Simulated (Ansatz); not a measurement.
Reaction (β-hydride elimination): `C[NH][SnH2][F]` → `[F][SnH3]` + `C=N`

Program: Ansatz. Geometries: PBE0-D4/def2-TZVP. ΔE: electronic, gas phase. CCSD(T)/CBS adds triple-zeta CCSD(T) − MP2 to the extrapolated MP2 energy (def2 sets, frozen cores). This one scheme is used for every species. Functionals use def2-TZVPP. def2 core potentials past Kr. For Sn outer-core shells are correlated without core-valence functions, which leaves a few kJ/mol of doubt a bond. Each species was taken in one conformer, which may not be the lowest.

```csv
level,ΔE (kJ/mol)
PBE-D4,131.2
r2SCAN0-D4,140.5
B2PLYP,120.5
r2SCAN,131.9
```

What does CCSD(T)/CBS give? (Best estimate.)

The calculation gave: +134.6 kJ/mol. The listed levels differ from it by -3.4, 5.9, -14.1, -2.7 kJ/mol.

Largest T1 diagnostic among the species: 0.014.

Leaving LDA and LC-ωPBE aside and taking each functional with its dispersion term where it has one, the values, not all of them listed here, spread over 30.9 kJ/mol, from BLYP-D4 to PBE-QIDH. LDA lies +41.9 kJ/mol from PBE without D4. The D4 term adds +13.1 kJ/mol with B3LYP and +7.1 kJ/mol with PBE0; it sums over pairs of atoms, weighted by their polarisabilities, and B3LYP, whose exchange is more repulsive, gets the larger term. From PBE to PBE0 (25 % exact exchange), in def2-TZVPP and without D4, ΔE moves by +9.5 kJ/mol.

B3LYP here is the variant with VWN-RPA as its local correlation; programs differ in this.
